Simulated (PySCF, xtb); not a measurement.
Hf(OH)4 (H4HfO4), SMILES [OH][Hf]([OH])([OH])[OH], multiplicity 1.

GFN2-xTB run with xtb at its own geometry gives an orbital gap of 4.89 eV and a dipole moment of 0.00 D.

The structure is a stationary point at B3LYP-D3(BJ)/def2-SVP. The multiplicity is an assumed one; no other spin state was optimised. The isomer is the one that the SMILES or the coordinates give; other isomers of the formula were not compared. The def2 effective core potentials stand for the cores of Hf; spin–orbit coupling is left out. The values are those of a single conformer.

### Question
What does PySCF with CAM-B3LYP/def2-TZVP give? (An estimate is asked for; the answer gives what the named calculation found.)

### Answer
gap 10.66 eV (levels -9.91 and 0.74 eV), dipole 0.00 D.
